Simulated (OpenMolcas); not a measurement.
## What dynamic correlation does to the levels of W V

```yaml
Program: OpenMolcas
Basis: ANO-RCC-VTZP [8s7p5d3f2g1h]
Scalar_Hamiltonian: DKH2, point nucleus
Active_space: 2 electrons in 5 orbitals (5d)
State_averaging: 2S+1 = 3 even, 10 roots; 2S+1 = 1 even, 15 roots
Spin-orbit_coupling: state interaction with AMFI integrals over the reference wave functions, term energies averaged over their components
```

Methods on the same reference wave functions:
A. CASSCF
B. SS-CASPT2, IPEA 0.25 Eh, imaginary shift 0.1 Eh (closed shells correlated: 5s 5p)

Energies in cm-1 above 5d2 3F2, the measured ground level; measured values from the list in J. Phys. B 45, 065001 (2012).

| Level | A | B | Measured |
| --- | --- | --- | --- |
| 5d2 3F2 | 0.0 | 0.0 | 0.0 |
| 5d2 3F3 | 6160 | 6440 |  |
| 5d2 3F4 | 11710 | 11860 | 11519 |
| 5d2 3P0 | 14834 | 13580 | 12839 |
| 5d2 1D2 [54 %] | 16066 | 14100 |  |
| 5d2 3P1 | 18222 | 17260 | 16331 |
| 5d2 1G4 | 24782 | 23400 | 22346 |
| 5d2 3P2 [60 %] | 25095 | 23490 | 22615 |
| 5d2 1S0 | 50134 | 44510 | 43110 |

Deviations, from unrounded energies. A percentage is the sum of absolute deviations over the sum of measured energies, with the sign that they share, or ± where signs differ.

```csv
Against measurement,Levels,A,B
mean absolute deviation (cm-1),6,2700,890
fine structure of the ground term (%),1,+1.7,+3.0
other terms of the ground configuration (%),5,+13.5,+4.3
```

B lies closest to measurement on these levels. The largest miss of B in the table is 5d2 1S0, by +1400 cm-1. The ranking rests on the paired levels alone, and a cruder setting can come out closer through cancelling errors.

From A to B the spin-free energies of the other terms of 5d2 shown, above 3F, scale by factors of 0.70 to 0.90, as is usual when dynamic correlation screens the repulsion within a d or f shell.

The lowest spin-free term lies below A's lowest term by 0.216 hartree in B.

Term energies are means over components that CASPT2 splits; among the terms shown or strongly mixed into the levels shown the widest spread is 520 cm-1 (5d2 1G, B). Without dynamic correlation excited terms often stand tens of per cent too high (terms of higher spin than the ground term too low), and those without a measured partner can miss by more than the paired ones (holds for A). Measured partners are found by configuration, term and J. A level has none where our copy of the source lacks it or the pairing is in doubt (some pairs that miss far off the trend of their configuration count as doubtful), and it then counts in no deviation. Only configurations of the active space appear.

A share in square brackets marks a mixed level and gives the weight of the term that names it, the lowest over the columns.
